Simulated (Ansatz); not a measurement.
`C[N](C)[AlH][F]` + `[NH2][AlH2]` → `C[NH][AlH2]` + `C[NH][AlH][F]` at 298.15 K and 1 bar (substitution at a C–N bond).

Computed with Ansatz on PBE0-D4/def2-TZVP structures; ΔE is electronic, products minus reactants. CCSD(T)/CBS is the MP2 limit (def2-TZVPP, def2-QZVPP) plus CCSD(T) − MP2 in def2-TZVPP, frozen cores. This one scheme is used for every species. Each species was taken in one conformer, which may not be the lowest.

```tsv
species	CCSD(T)/CBS energy (Eh)	H − E (kJ/mol)	S (J/(mol·K))
`C[N](C)[AlH][F]`	-476.92428	262.6	343.7
`[NH2][AlH2]`	-299.14566	115.0	251.7
`C[NH][AlH2]`	-338.38977	194.1	292.2
`C[NH][AlH][F]`	-437.67416	185.9	317.1
```

H − E and S are ideal-gas, rigid-rotor, harmonic terms from PBE0-D4/def2-TZVP, for one conformer and one mirror image of each species. 1 Eh = 2625.50 kJ/mol, R = 8.31446 J/(mol·K).

By hand: ΔE, ΔH, ΔS and ΔG.

ΔE = (-338.38977) + (-437.67416) − (-476.92428) − (-299.14566) = 0.00601 Eh = 15.8 kJ/mol. Δ(H − E) = 194.1 + 185.9 − 262.6 − 115.0 = 2.4, so ΔH = 18.2 kJ/mol. ΔS = 292.2 + 317.1 − 343.7 − 251.7 = 13.9 J/(mol·K). ΔG = 18.2 − 298.15 × (13.9)/1000 = 14.1 kJ/mol.

By hand: the equilibrium constant, and the temperature at which ΔG would vanish if ΔH and ΔS stayed fixed.

log₁₀ K = −ΔG/(RT ln 10) = -2.5. ΔG = 0 at ΔH/ΔS = 1309 K, though so small a ΔS makes that figure unsure.

The number of gas molecules stays the same, so ΔS is small and ΔH decides. A doubt of 5 kJ/mol in ΔE shifts log₁₀ K by 0.9 here. Other conformers and mirror images would add mixing entropy, several J/(mol·K) or more a flexible species. These are equilibria of isolated gas molecules and say nothing of rates. Largest T1 diagnostic: 0.012 (customary marks: 0.02 for closed shells, 0.045 for open ones).
